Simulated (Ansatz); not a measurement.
Consider the formal exchange of groups at a Ga–O bond: `[OH][Ga]([OH])[O][SiH3]` + CH₄ → `[CH3][Ga]([OH])[OH]` + `O[SiH3]`.

Calculated with Ansatz (gas phase, PBE0-D4/def2-TZVP geometries, no zero-point term in ΔE). CCSD(T)/CBS adds triple-zeta CCSD(T) − MP2 to the extrapolated MP2 energy (def2 sets, frozen cores). This one scheme is used for every species. Functionals use def2-TZVPP. For Ga outer-core shells are correlated without core-valence functions, which leaves a few kJ/mol of doubt a bond. Scalar relativity is left out up to krypton. Each species was taken in one conformer, which may not be the lowest.

`[OH][Ga]([OH])[O][SiH3]`:

Z-matrix (Å, degrees):
```
Si
O 1 1.636
H 1 1.486 2 108.1
H 1 1.488 2 111.1 3 119.6
H 1 1.488 2 111.1 3 -119.5
Ga 2 1.766 1 138.2 3 -179.1
O 6 1.772 2 119.8 1 -179.8
O 6 1.769 2 119.1 1 0.2
H 7 0.960 6 113.1 2 0.0
H 8 0.960 6 113.4 2 180.0
```

CH₄:

Cartesian coordinates in Å:
```
C 0.000 0.000 0.000
H -0.680 -0.155 0.837
H 0.935 0.425 0.365
H -0.455 0.684 -0.715
H 0.200 -0.954 -0.487
```

`[CH3][Ga]([OH])[OH]`:

Z-matrix (Å, degrees):
```
C
Ga 1 1.941
H 1 1.090 2 110.5
H 1 1.091 2 109.9 3 -120.3
H 1 1.091 2 110.2 3 121.0
O 2 1.791 1 121.3 3 7.8
O 2 1.791 1 121.2 3 -172.3
H 6 0.959 2 115.4 1 179.7
H 7 0.959 2 115.3 1 -179.8
```

`O[SiH3]`:

```xyz
6

O     0.295   -1.231    0.202
Si   -0.092    0.368    0.110
H     0.427   -1.707   -0.618
H     0.971    1.152   -0.577
H    -0.235    0.833    1.509
H    -1.367    0.584   -0.627
```

CCSD(T)/CBS gives +73.0 kJ/mol.

(1) Another level gave +76.1 kJ/mol. Which?
A. PBE-D4/def2-TZVPP
B. SCS-MP2/def2-TZVPP
C. r2SCAN/def2-TZVPP
D. PBE0-D4/def2-TZVPP

Largest T1 diagnostic among the species: 0.014.

## Answers

(1) C. r2SCAN 76.1, PBE-D4 65.9, SCS-MP2/def2-TZVPP 85.9, PBE0-D4 70.6 kJ/mol.

The D4 term adds +3.8 kJ/mol with B3LYP and +2.2 kJ/mol with PBE0; it sums over pairs of atoms, weighted by their polarisabilities, and B3LYP, whose exchange is more repulsive, gets the larger term. In def2-TZVPP, CCSD(T) changes the Hartree–Fock value by −14.4 kJ/mol (the triples alone add −1.1 kJ/mol) and MP2 by −14.1 kJ/mol.

B3LYP here is the variant with VWN-RPA as its local correlation; programs differ in this.
